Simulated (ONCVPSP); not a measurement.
## chromium (Cr): excitation energies, all-electron against ONCV

| Quantity | Value |
| --- | --- |
| Element | chromium |
| Generator | ONCVPSP 4.0.1 |
| Type | optimised norm-conserving Vanderbilt (ONCV) |
| Functional | revPBE |
| Relativity | fully relativistic |
| Frozen core | [Ne] |
| Valence charge | 14 |
| Reference configuration | 3s2 3p6 3d4.5 (charge +1.5) |
| Partial waves | 3s: rc 1.35 bohr, ncon 4, nbas 9, qcut 5.6 1/bohr, 1 projector; 3p: rc 1.45 bohr, ncon 4, nbas 8, qcut 7.8 1/bohr, 2 projectors, debl 0.5 Ha; 3d: rc 1.40 bohr, ncon 4, nbas 9, qcut 8.8 1/bohr, 2 projectors, debl 2.8 Ha |
| Local potential | polynomial inside 1.00 bohr (lpopt 5, dvloc0 1 Ha) |
| Core correction | polynomial model core, fcfact 0.6 |

Open shells are filled in proportion to 2j + 1.

In the p channel the program set the typed energies aside and used -2.153, 0.250 Ha (j = l + 1/2; the other j can differ).

Energies are relative to the spin-unpolarised reference configuration 3s2 3p6 3d4.5; without spin polarisation the order of configurations can differ from experiment.

```
valence configuration  charge  ΔE all-electron (eV)  error AE − PS (meV)
      3s2 3p6 3d5 4s1       0               -13.131                 +365
          3s2 3p6 3d5      +1                -6.343                 +0.9
          3s2 3p6 3d4      +2                 9.595                 +3.4
```

Q: What are ΔE and the potential's error for 3s2 3p6 3d4 4s1 4p1?

A: ΔE = -9.643 eV all-electron; the error (AE − PS) is +539 meV.

Levels in the configuration 3s2 3p6 3d4:

```csv
level,all-electron (eV),pseudo (eV)
3s j=1/2,-95.131,-95.123
3p j=3/2,-66.061,-66.054
3p j=1/2,-67.090,-67.082
3d j=5/2,-22.708,-22.691
3d j=3/2,-22.803,-22.785
```
